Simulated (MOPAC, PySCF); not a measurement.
H4GeO4, SMILES `[Ge]([OH])([OH])([OH])[OH]`, neutral singlet in the gas phase. 

Z-matrix (Å, degrees):
```
Ge
O 1 1.7816
H 2 0.9733 1 109.84
O 1 1.7816 2 105.80 3 -28.03
H 4 0.9733 1 109.84 2 152.92
O 1 1.7816 2 105.80 3 -152.92
H 6 0.9733 1 109.84 2 28.00
O 1 1.7816 2 117.09 3 89.53
H 8 0.9734 1 109.82 2 89.59
```
Charge 0, multiplicity 1.

All levels are single points at this geometry (PBE-D3(BJ)/def2-TZVP); Pople sets use spherical d functions. Orbital energies aren't observables, and empty levels follow the basis.

B3LYP/LANL2DZ in PySCF gives dipole (D) = 0.00.

Estimate the dipole (D) from each of these levels: PBE-D3(BJ)/def2-TZVP in PySCF; B3LYP/6-311+G** (LANL2DZ on Ge) in PySCF; M06-2X/6-31G* in PySCF; PBE/6-31G* in PySCF; HF/STO-3G in PySCF; AM1 in MOPAC; PM6 in MOPAC; PM7 in MOPAC.


```
level                                     dipole (D)
----------------------------------------  ----------
PBE-D3(BJ)/def2-TZVP in PySCF                   0.00
B3LYP/6-311+G** (LANL2DZ on Ge) in PySCF        0.00
M06-2X/6-31G* in PySCF                          0.00
PBE/6-31G* in PySCF                             0.00
HF/STO-3G in PySCF                              0.00
AM1 in MOPAC                                    0.00
PM6 in MOPAC                                    0.00
PM7 in MOPAC                                    0.00
```
